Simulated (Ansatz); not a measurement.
`OB(O)c1cccs1` + `OB(O)O` → `OB(O)OB(O)O` + `c1ccsc1`  (ligand exchange at a B–C bond)

Program: Ansatz. Geometries: PBE0-D4/def2-TZVP. ΔE: electronic, gas phase. CBS: MP2 limit from def2 TZ/QZ plus the TZ coupled-cluster correction, frozen cores. This one scheme is used for every species. Functionals use def2-TZVPP. One conformer a species, not always the lowest.

`OB(O)c1cccs1`:

```xyz
13

O     0.567   -2.557   -0.369
B    -0.170   -1.687    0.387
O    -0.966   -2.199    1.365
C    -0.140   -0.152    0.180
C     0.574    0.589   -0.733
C     0.357    1.979   -0.637
C    -0.529    2.287    0.358
S    -1.082    0.896    1.157
H     1.105   -2.132   -1.039
H    -0.913   -3.157    1.412
H     1.245    0.150   -1.464
H     0.830    2.718   -1.270
H    -0.877    3.266    0.653
```

`OB(O)O`:

```xyz
7

O     1.240    0.268   -0.507
B     0.000    0.000    0.000
O    -1.102    0.606   -0.534
O    -0.138   -0.874    1.041
H     1.207    0.895   -1.233
H    -1.912    0.338   -0.095
H     0.704   -1.232    1.328
```

`OB(O)OB(O)O`:

Z-matrix (Å, degrees):
```
B
O 1 1.360
O 1 1.394 2 118.1
O 1 1.353 2 118.3 3 180.0
H 2 0.959 1 111.9 3 -0.0
B 3 1.364 1 128.3 2 180.0
H 4 0.964 1 111.9 2 -180.0
O 6 1.371 3 120.0 1 -0.0
O 6 1.362 3 121.1 1 180.0
H 8 0.960 6 112.9 3 180.0
H 9 0.960 6 112.4 3 0.0
```

`c1ccsc1`:

Cartesian coordinates in Å:
```
C 0.379 -0.901 0.186
C -0.876 -0.402 -0.244
C -0.888 0.958 -0.349
S 0.622 1.628 0.073
C 1.289 0.093 0.396
H 0.597 -1.950 0.332
H -1.733 -1.024 -0.466
H -1.703 1.597 -0.652
H 2.313 0.001 0.724
```

CCSD(T)/CBS gives -0.85 eV.

(1) Another level gave -0.80 eV. Which?
A. r2SCAN/def2-TZVPP
B. PBE-D4/def2-TZVPP
C. PBE0-D4/def2-TZVPP
D. HF/def2-TZVPP

Largest T1 diagnostic among the species: 0.013.

Answers

(1) C. PBE0-D4 -0.80, r2SCAN -0.85, PBE-D4 -0.75, HF/def2-TZVPP -1.03 eV.

The D4 term adds +0.04 eV with B3LYP and +0.02 eV with PBE0; it sums over pairs of atoms, weighted by their polarisabilities, and B3LYP, whose exchange is more repulsive, gets the larger term. From PBE to PBE0 (25 % exact exchange), in def2-TZVPP and without D4, ΔE moves by −0.05 eV. In def2-TZVPP, CCSD(T) changes the Hartree–Fock value by +0.18 eV (the triples alone add +0.04 eV) and MP2 by +0.24 eV.

B3LYP here is the variant with VWN-RPA as its local correlation; programs differ in this.
